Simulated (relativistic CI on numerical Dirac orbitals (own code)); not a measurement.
**Spin-allowed bands of a d8 ion in an octahedral site, by hand**

Problem. A d8 ion in an octahedral site has a 3A2 ground term and spin-allowed bands at ν1 = 7250 and ν2 = 11938 cm⁻¹ (from a computed ligand-field model). Find Δ and the Racah parameter B, and predict the third band.

Working.
1. The F term splits into A2 (−1.2Δ), T2 (−0.2Δ) and T1 (+0.6Δ), so ν1 = E(T2) − E(A2) = Δ = 7250 cm⁻¹.
2. T1(F) mixes with T1(P), which lies at 15B, through an element 0.4Δ. The two roots, counted from A2, are ν2,3 = ½(15B + 3Δ) ∓ ½√[(15B − Δ)² + 12BΔ].
3. Solving the lower root for B gives B = (2ν1² + ν2² − 3ν1ν2)/(15ν2 − 27ν1) = -12010656/-16680 = 720 cm⁻¹.
4. The sum of the roots is 15B + 3Δ, so ν3 = 15B + 3ν1 − ν2 = 20613 cm⁻¹ (485 nm).

Check. The bands were computed by exact diagonalisation of the d8 shell with B = 720 and Δ = 7250 cm⁻¹, which gives ν3 = 20612 cm⁻¹. C does not enter the terms of highest spin.
